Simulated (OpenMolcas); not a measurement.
## A ladder of methods for CHClFGeN (SMILES N#[C][GeH]([F])[Cl])

CHClFGeN has 6 atoms, charge 0, and is taken as a singlet. SMILES: `N#[C][GeH]([F])[Cl]`. Geometry: relaxed at PBE0-D4/def2-TZVP.

| atom | x (Å) | y (Å) | z (Å) |
| --- | --- | --- | --- |
| N | -1.0369 | -2.3070 | 0.0307 |
| C | -0.5440 | -1.2673 | 0.0401 |
| Ge | 0.2371 | 0.4779 | 0.1077 |
| F | 1.8960 | 0.2538 | -0.2766 |
| Cl | -0.6276 | 1.6481 | -1.4239 |
| H | 0.1173 | 1.1304 | 1.4758 |

Each level gives the energy change with the Ge3–F4 bond stretched from 1.718 to 3.092 Å (eV). The values are calculated.

| level | kind | program | value (eV) | less CCSD(T)/cc-pVDZ | CPU time (all runs) |
| --- | --- | --- | --- | --- | --- |
| revPBE/cc-pVDZ (restricted) | GGA | OpenMolcas | 4.03 | -0.34 | 53 s |
| M06-L/cc-pVDZ (restricted) | meta-GGA | OpenMolcas | 4.42 | +0.05 | 67 s |
| TPSS/cc-pVDZ (restricted) | meta-GGA | OpenMolcas | 4.32 | -0.05 | 68 s |
| M06-2X/cc-pVDZ (restricted) | hybrid meta-GGA | OpenMolcas | 5.31 | +0.94 | 61 s |
| PBE0/cc-pVDZ (restricted) | global hybrid | OpenMolcas | 4.83 | +0.46 | 49 s |
| B2PLYP/cc-pVDZ (restricted) | double hybrid | OpenMolcas | 4.66 | +0.29 | 40 s |
| MP2/cc-pVDZ (restricted) | perturbation theory | OpenMolcas | 5.09 | +0.72 | 14 s |
| CCSD(T)/cc-pVDZ (restricted) | coupled cluster or CI | OpenMolcas | 4.37 | 0.00 | 3.4 min |

CCSD(T)/cc-pVDZ (restricted) is the highest level here, not the true value. At this stretch a single reference begins to fail. All-electron rows without a relativistic Hamiltonian named are non-relativistic. The first shape isn't each level's own minimum. The values span 4.03 to 5.31 eV. In the correlated wave-function rows the outer d shell of Ge is correlated, in sets not made for it. Times are those of the runs behind each value, whatever else they computed, on shared processors of several kinds: orders of magnitude only.
